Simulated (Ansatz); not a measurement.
`NB(F)Cl` + HBr → `NB(Cl)Br` + H–F  (ligand exchange at a B–F bond)

Calculated with Ansatz (gas phase, PBE0-D4/def2-TZVP geometries, no zero-point term in ΔE). CBS: MP2 limit from def2 TZ/QZ plus the TZ coupled-cluster correction, frozen cores. This one scheme is used for every species. DFT in def2-TZVPP. For Br outer-core shells are correlated without core-valence functions, which leaves a few kJ/mol of doubt a bond. Scalar relativity is left out up to krypton. Each species was taken in one conformer, which may not be the lowest.

Problem. Is it downhill or uphill in electronic energy at CCSD(T)/CBS, and by how much? (Estimate.)

Solution. Computed: Uphill: ΔE = +53.4 kJ/mol.

Problem. What do these levels give: LDA (SPW92), PBE, BLYP, PBE0, r2SCAN0, HF/def2-QZVPP? (An estimate is asked.)

Solution. The calculation gave: LDA (SPW92) 62.5, PBE 60.1, BLYP 73.7, PBE0 60.7, r2SCAN0 65.0, HF/def2-QZVPP 84.8 kJ/mol.

Largest T1 diagnostic among the species: 0.011.

Leaving LDA and LC-ωPBE aside and taking each functional with its dispersion term where it has one, the values, not all of them listed here, spread over 21.4 kJ/mol, from revPBE-D4 to CAM-B3LYP-D4. The D4 term adds −7.4 kJ/mol with B3LYP and −3.8 kJ/mol with PBE0; it sums over pairs of atoms, weighted by their polarisabilities, and B3LYP, whose exchange is more repulsive, gets the larger term.

B3LYP here is the variant with VWN-RPA as its local correlation; programs differ in this.
